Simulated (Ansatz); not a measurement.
`C[S][K]` + CH₃OH → `C[O][K]` + CH₃SH at 500 K and 1 bar (ligand exchange at a K–S bond).

Isolated molecules relaxed with PBE0-D4/def2-TZVP in Ansatz; ΔE leaves out vibrations. CBS: MP2 limit from def2 TZ/QZ plus the TZ coupled-cluster correction, frozen cores. This one scheme is used for every species. For K outer-core shells are correlated without core-valence functions, which leaves a few kJ/mol of doubt a bond. Scalar relativity is left out up to krypton.

```csv
species,CCSD(T)/CBS energy (Eh),H − E (kJ/mol),S (J/(mol·K))
`C[S][K]`,-1037.10009,129.4,366.1
CH₃OH,-115.61712,157.0,265.4
`C[O][K]`,-714.47647,130.9,313.3
CH₃SH,-438.22835,145.1,283.7
```

H − E and S are ideal-gas, rigid-rotor, harmonic terms from PBE0-D4/def2-TZVP. 1 Eh = 2625.50 kJ/mol, R = 8.31446 J/(mol·K).

Q: By hand: ΔE, ΔH, ΔS and ΔG.

A: ΔE = (-714.47647) + (-438.22835) − (-1037.10009) − (-115.61712) = 0.01239 Eh = 32.5 kJ/mol. Δ(H − E) = 130.9 + 145.1 − 129.4 − 157.0 = -10.4, so ΔH = 22.1 kJ/mol. ΔS = 313.3 + 283.7 − 366.1 − 265.4 = -34.5 J/(mol·K). ΔG = 22.1 − 500 × (-34.5)/1000 = 39.4 kJ/mol.

Q: By hand: the equilibrium constant, and the temperature at which ΔG would vanish if ΔH and ΔS stayed fixed.

A: log₁₀ K = −ΔG/(RT ln 10) = -4.1. ΔH and −TΔS have one sign here, so there is no such temperature.

TΔS isn't small against ΔH here. A doubt of 5 kJ/mol in ΔE shifts log₁₀ K by 0.5 here. Modes under 60 cm⁻¹, often nearly free rotors, make the harmonic entropy too high. These are equilibria of isolated gas molecules and say nothing of rates. Largest T1 diagnostic: 0.012 (customary marks: 0.02 for closed shells, 0.045 for open ones).
